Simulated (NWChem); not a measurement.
System: C5H5N; SMILES C=C=CCC#N

The following NWChem deck was run.

```
start job
memory heap 200 mb stack 900 mb global 1100 mb
geometry units angstroms noautosym nocenter noautoz
  C      0.507028    -2.771445     0.226077
  C      0.061494    -1.609544    -0.173362
  C     -0.387491    -0.445308    -0.571285
  C     -0.750276     0.679301     0.369837
  C      0.011818     1.899108     0.109460
  N      0.613364     2.862815    -0.110154
  H     -0.177635    -3.595149     0.454830
  H      1.580484    -2.957169     0.339628
  H     -0.514720    -0.257902    -1.644532
  H     -1.821881     0.926835     0.273994
  H     -0.583762     0.375991     1.414703
end
basis spherical
  C library def2-svp
  N library def2-svp
  H library def2-svp
end
dft
  xc b3lyp
  iterations 150
  mulliken
end
task dft energy
esp
  recalculate
  probe 0.07
  range 0.3
  factor 1.0
  spacing 0.02
end
task esp
```

Parts of the log:

```
             Northwest Computational Chemistry Package (NWChem) 7.3.0
             --------------------------------------------------------

                             Geometry "geometry" -> ""
                             -------------------------

 Output coordinates in angstroms (scale by  1.889725989 to convert to a.u.)

  No.       Tag          Charge          X              Y              Z
 ---- ---------------- ---------- -------------- -------------- --------------
    1 C                    6.0000     0.50702800    -2.77144500     0.22607700
    2 C                    6.0000     0.06149400    -1.60954400    -0.17336200
    3 C                    6.0000    -0.38749100    -0.44530800    -0.57128500
    4 C                    6.0000    -0.75027600     0.67930100     0.36983700
    5 C                    6.0000     0.01181800     1.89910800     0.10946000
    6 N                    7.0000     0.61336400     2.86281500    -0.11015400
    7 H                    1.0000    -0.17763500    -3.59514900     0.45483000
    8 H                    1.0000     1.58048400    -2.95716900     0.33962800
    9 H                    1.0000    -0.51472000    -0.25790200    -1.64453200
   10 H                    1.0000    -1.82188100     0.92683500     0.27399400
   11 H                    1.0000    -0.58376200     0.37599100     1.41470300

 Effective nuclear repulsion energy (a.u.)     178.1586954259

                                 NWChem DFT Module
                                 -----------------

 Summary of "ao basis" -> "ao basis" (spherical)
 ------------------------------------------------------------------------------
       Tag                 Description            Shells   Functions and Types
 ---------------- ------------------------------  ------  ---------------------
 C                          def2-svp                 6       14   3s2p1d
 N                          def2-svp                 6       14   3s2p1d
 H                          def2-svp                 3        5   2s1p

            General Information
            -------------------
          SCF calculation type: DFT
          Wavefunction type:  closed shell.
          No. of atoms     :    11
          No. of electrons :    42
           Alpha electrons :    21
            Beta electrons :    21
          Charge           :     0
          Spin multiplicity:     1
          Use of symmetry is: off; symmetry adaption is: off
          Maximum number of iterations: 150
          AO basis - number of functions:   109
                     number of shells:    51
          Convergence on energy requested:  1.00D-06
          Convergence on density requested:  1.00D-05
          Convergence on gradient requested:  5.00D-04

              XC Information
              --------------
                         B3LYP Method XC Potential
                     Hartree-Fock (Exact) Exchange  0.200
                        Slater Exchange Functional  0.800 local
                    Becke 1988 Exchange Functional  0.720 non-local
              Lee-Yang-Parr Correlation Functional  0.810
                  VWN I RPA Correlation Functional  0.190 local

             Grid Information
             ----------------
          Grid used for XC integration:  medium
          Radial quadrature: Mura-Knowles
          Angular quadrature: Lebedev.
          Tag              B.-S. Rad. Rad. Pts. Rad. Cut. Ang. Pts.
          ---              ---------- --------- --------- ---------
          C                   0.70       49          13.0       434
          N                   0.65       49          14.0       434
          H                   0.35       45          13.0       434
          Grid pruning is: on
          Number of quadrature shells:   519
          Spatial weights used:  Erf1

      Superposition of Atomic Density Guess
      -------------------------------------

 Sum of atomic energies:        -244.86462929

      Non-variational initial energy
      ------------------------------

 Total energy =    -248.315487
 1-e energy   =    -680.720278
 2-e energy   =     254.246096
 HOMO         =      -0.293385
 LUMO         =       0.002664

     ---------------------------------------------
      Total Density - Mulliken Population Analysis
     ---------------------------------------------

    Atom       Charge   Shell Charges
 -----------   ------   -------------------------------------------------------
    1 C    6     6.33   1.99  0.95  0.30  2.01  1.04  0.03
    2 C    6     5.90   1.99  0.99  0.29  1.87  0.72  0.04
    3 C    6     6.23   1.99  0.95  0.29  1.96  0.99  0.04
    4 C    6     5.95   1.99  0.95  0.07  1.94  0.97  0.03
    5 C    6     5.71   1.99  0.98  0.25  1.64  0.79  0.06
    6 N    7     7.57   1.99  1.13  0.56  2.40  1.46  0.03
    7 H    1     0.86   0.65  0.19  0.03
    8 H    1     0.86   0.65  0.19  0.03
    9 H    1     0.87   0.65  0.19  0.02
   10 H    1     0.86   0.65  0.19  0.02
   11 H    1     0.87   0.65  0.20  0.02

   convergence    iter        energy       DeltaE   RMS-Dens  Diis-err
 ---------------- ----- ----------------- --------- --------- ---------
 d= 0,ls=0.0,diis     1   -247.9153897372 -4.26D+02  1.55D-02  8.19D-01
 d= 0,ls=0.0,diis     2   -247.6283429587  2.87D-01  1.02D-02  3.35D+00
 d= 0,ls=0.0,diis     3   -248.0217446464 -3.93D-01  1.59D-03  5.82D-02
 d= 0,ls=0.0,diis     4   -248.0275638181 -5.82D-03  5.73D-04  4.70D-03
 d= 0,ls=0.0,diis     5   -248.0281310642 -5.67D-04  1.84D-04  4.54D-04
  Resetting Diis
 d= 0,ls=0.0,diis     6   -248.0281773819 -4.63D-05  7.04D-05  9.09D-05
 d= 0,ls=0.0,diis     7   -248.0281897647 -1.24D-05  3.53D-05  4.81D-06
 d= 0,ls=0.0,diis     8   -248.0281886904  1.07D-06  2.18D-05  1.30D-05
 d= 0,ls=0.0,diis     9   -248.0281903523 -1.66D-06  3.81D-06  3.13D-07
 d= 0,ls=0.0,diis    10   -248.0281903843 -3.20D-08  1.22D-06  3.77D-08

         Total DFT energy =     -248.028190384309
      One electron energy =     -685.224972319553
           Coulomb energy =      294.759385359424
    Exchange-Corr. energy =      -35.721298850059
 Nuclear repulsion energy =      178.158695425879

 Numeric. integr. density =       41.999996332289

                       DFT Final Molecular Orbital Analysis
                       ------------------------------------

 Vector   19  Occ=2.000000D+00  E=-3.329519D-01
              MO Center=  2.0D-01,  2.2D+00,  5.9D-02, r^2= 2.0D+00
   Bfn.  Coefficient  Atom+Function         Bfn.  Coefficient  Atom+Function
  ----- ------------  ---------------      ----- ------------  ---------------
    74      0.333355   6 N  px               60     -0.266111   5 C  px
    76      0.260161   6 N  pz               62     -0.229112   5 C  pz
    77     -0.190831   6 N  px               63     -0.165196   5 C  px
    79     -0.150182   6 N  pz              105      0.147419  11 H  s
    61      0.140688   5 C  py               65     -0.139624   5 C  pz

 Vector   20  Occ=2.000000D+00  E=-2.892284D-01
              MO Center=  2.3D-01, -1.9D+00, -1.1D-02, r^2= 2.7D+00
   Bfn.  Coefficient  Atom+Function         Bfn.  Coefficient  Atom+Function
  ----- ------------  ---------------      ----- ------------  ---------------
     6      0.399628   1 C  pz               20      0.349617   2 C  pz
     9      0.267503   1 C  pz               23      0.209162   2 C  pz
    95      0.140888   9 H  s                 5      0.126035   1 C  py
    19      0.118732   2 C  py               47      0.111434   4 C  py
    34     -0.108950   3 C  pz               45     -0.104528   4 C  s

[...]

                     NWChem Electrostatic Potential Fit Module
                     -----------------------------------------

 Atom parameters

 Number of atoms is                                   11
 Number of basis functions is                        109

 Grid parameters

 Maximum number of grid points is                  44924
 Number of grid points is                          44923
 Grid range                                     0.300000 nm
 Grid spacing                                   0.020000 nm
 Probe radius                                   0.070000 nm
 Atom radius factor                             1.000000

 Atomic radii

    1    0.100000
    6    0.147000
    7    0.140000
 FASTESP  F
  using M.O. file = ./job.movecs

    Atom              Coordinates                           Charge

                                                  ESP

    1 C     0.050703   -0.277145    0.022608   -0.337114
    2 C     0.006149   -0.160954   -0.017336    0.071351
    3 C    -0.038749   -0.044531   -0.057129   -0.235314
    4 C    -0.075028    0.067930    0.036984    0.225922
    5 C     0.001182    0.189911    0.010946    0.249078
    6 N     0.061336    0.286282   -0.011015   -0.431929
    7 H    -0.017764   -0.359515    0.045483    0.150227
    8 H     0.158048   -0.295717    0.033963    0.157294
    9 H    -0.051472   -0.025790   -0.164453    0.126730
   10 H    -0.182188    0.092684    0.027399    0.008215
   11 H    -0.058376    0.037599    0.141470    0.015540
                                            ------------
                                                0.000000

 Dipole moment                                  1.540575

 Quadrupole moment Qxx                          8.408946
                   Qyy                        -16.240491
                   Qzz                          7.831545

 RMS deviation kJ/mol                           0.056992

 RRMS %                                        23.642117
```

Level: B3LYP/def2-SVP. All runs use the structure optimised with PBE0/def2-SVP.
